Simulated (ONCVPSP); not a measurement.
**bismuth (Bi) ONCV: all-electron and pseudo phase curves**

* Element: bismuth (Bi)
* Generator: ONCVPSP 4.0.1
* Type: optimised norm-conserving Vanderbilt (ONCV)
* Functional: LDA (Perdew-Wang 92)
* Relativity: scalar-relativistic
* Frozen core: [Kr] 4d10 4f14
* Valence charge: 23
* Reference configuration: 5s2 5p6 5d10 6s2 6p2 (charge +1)
* Partial waves: 5s+6s: rc 1.05 bohr, ncon 3, nbas 7, qcut 8.6 1/bohr, 2 projectors; 5p+6p: rc 1.70 bohr, ncon 5, nbas 8, qcut 8.4 1/bohr, 2 projectors; 5d: rc 1.90 bohr, ncon 4, nbas 9, qcut 8.5 1/bohr, 2 projectors, debl 2.3 Ha
* Local potential: polynomial inside 0.75 bohr (lpopt 5, dvloc0 3 Ha)
* Core correction: Teter function, fcfact 2.5, rcfact 1.1

The phase is arctan(r·R′/R) of the radial function R(r), unwrapped; energies in Ha, scanned from -8 to 5 Ha. A pole is an energy at which the radial function vanishes at the test radius. The pseudo phase is shifted by a multiple of π to meet the all-electron one at the reference energy, and phase errors are pseudo minus all-electron; the curves can meet again beyond the range given. Levels narrower than the energy grid can be missing from the lists of poles. Where the grid stepped over a known ghost or core level, its pole and its step of π were put in at the level’s energy.

```tsv
channel	radius (bohr)	reference energy (Ha)	poles, all-electron	poles, pseudo	unbroken range about the reference energy with phases within 0.05 rad	phase error 1 Ha above the reference energy (rad)
s	1.07	-0.83	-2.80	-7.44, -2.80	above -7.4	+0.000
p	1.72	-0.43	-3.60	-3.60, 4.54	below 4.8	-0.001
d	1.93	-1.30	-0.92	-0.92	the whole range	+0.000
```

Note: ghosts flagged at negative energy: s at -202.4 eV; GHOST(+) flagged for p at 141.2 eV. A true bound ghost makes a file unfit for plane-wave use.

Phases in the p channel:

| E (Ha) | all-electron | pseudo |
| --- | --- | --- |
| -7.96 | 1.369 | 1.369 |
| -7.60 | 1.360 | 1.360 |
| -7.24 | 1.351 | 1.351 |
| -6.88 | 1.339 | 1.339 |
| -6.52 | 1.325 | 1.325 |
| -6.16 | 1.308 | 1.308 |
| -5.80 | 1.286 | 1.286 |
| -5.44 | 1.255 | 1.255 |
| -5.08 | 1.206 | 1.206 |
| -4.72 | 1.110 | 1.110 |
| -4.36 | 0.801 | 0.800 |
| -4.00 | -0.931 | -0.931 |
| -3.64 | -1.547 | -1.547 |
| -3.28 | -1.689 | -1.689 |
| -2.92 | -1.763 | -1.763 |
| -2.56 | -1.819 | -1.819 |
| -2.20 | -1.872 | -1.872 |
| -1.84 | -1.931 | -1.931 |
| -1.48 | -2.004 | -2.004 |
| -1.12 | -2.102 | -2.102 |
| -0.76 | -2.248 | -2.248 |
| -0.40 | -2.479 | -2.479 |
| -0.04 | -2.856 | -2.856 |
| 0.32 | -3.362 | -3.363 |
| 0.68 | -3.808 | -3.810 |
| 1.04 | -4.095 | -4.097 |
| 1.40 | -4.270 | -4.272 |
| 1.76 | -4.382 | -4.385 |
| 2.12 | -4.460 | -4.463 |
| 2.48 | -4.516 | -4.520 |
| 2.84 | -4.560 | -4.564 |
| 3.20 | -4.594 | -4.600 |
| 3.56 | -4.623 | -4.631 |
| 3.92 | -4.648 | -4.659 |
| 4.28 | -4.669 | -4.688 |
| 4.64 | -4.689 | -4.723 |
| 5.00 | -4.707 | -4.809 |
